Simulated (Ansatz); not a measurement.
(HMg-mu-OH)2 (Mg₂O₂H₄): single points at one geometry.

```yaml
crystal:
  periodic: [false, false, false]
  atoms:
    - {symbol: Mg, position_ang: [-1.073300, -0.963105, 0.353777]}
    - {symbol: H, position_ang: [-2.310884, -2.073852, 0.761589]}
    - {symbol: O, position_ang: [-0.806321, 0.599955, -0.812908]}
    - {symbol: Mg, position_ang: [1.073331, 0.963019, -0.353900]}
    - {symbol: H, position_ang: [2.311148, 2.073358, -0.762112]}
    - {symbol: O, position_ang: [0.806591, -0.600545, 0.812162]}
    - {symbol: H, position_ang: [-1.411100, 1.050667, -1.420774]}
    - {symbol: H, position_ang: [1.410544, -1.049487, 1.422156]}
basis:
  gaussian: {orbitals: def2-TZVP, initial_orbitals: start.molden}
magnetization: {spin_polarized: true, initial_magnetization: 2}
hamiltonian: {xc: pbe, dispersion: d4}
scf: {omitted_lower_state_checks: [starts]}
output: {orbitals: {seedname: orbitals}}
```

The file start.molden holds the orbitals of an earlier run on this structure, at another level or in another basis.

```sh
$ ansatz run in.yaml --threads 4 --pin off --events-out ev --progress --plain --max-ram 3916MiB
```

Output, abridged:

```
Functional definition: PBE
1054 factors; their error is unknown
mean field evaluation 1: about -15037.7505 eV, gradient 6.5e0 eV
mean field evaluation 2: about -15037.8769 eV, gradient 2.8e-1 eV
mean field evaluation 4: about -15037.8713 eV, gradient 5.3e-2 eV
mean field evaluation 8: about -15037.8714 eV, gradient 1.3e-5 eV
mean field -15037.87142514 eV, -552.6315818387 hartree, gradient 1.3e-5 eV, S^2 2.003399; 0 other end points of the search recorded, 0 dependent functions left out
reference -15037.87149454 eV, -552.6315843891 hartree; 23, 21 occupied and 127, 129 virtual orbitals, 1054 factors
Total energy: -15038.00621209 eV, -552.6365351675 hartree
Checks for a lower state left out: starts
```

Run time 3.4 s (4 threads of Intel Xeon Platinum 8375C on a shared host).

First input, but with `gaussian: {orbitals: def2-TZVP}`, `hamiltonian: {xc: pbe0, dispersion: d4}` (abridged; 13 s):

```
Functional definition: PBE0
mean field evaluation 16: about -15038.3307 eV, gradient 2.2e-3 eV
mean field evaluation 32: about -15038.3314 eV, gradient 7.5e-4 eV
mean field -15038.33140623 eV, -552.6484858319 hartree, gradient 3.0e-6 eV, S^2 2.007414; 1 other end points of the search recorded, 0 dependent functions left out
Total energy: -15038.44584825 eV, -552.6526914984 hartree
Checks for a lower state left out: starts
```

As the first input, with `hamiltonian: {xc: r2scan, dispersion: d4}` (abridged; 10 s):

```
Functional definition: r2SCAN
mean field evaluation 16: about -15045.5895 eV, gradient 3.2e-6 eV
mean field -15045.58949277 eV, -552.9152155924 hartree, gradient 4.6e-6 eV, S^2 2.010276
Total energy: -15045.62326160 eV, -552.9164565740 hartree
Checks for a lower state left out: starts
```

Geometry: PBE-D4/def2-SVP, that of the neutral singlet.

At PBE0-D4/def2-TZVP a singlet of charge 0 lies 5.31 eV below the triplet at the same geometry.
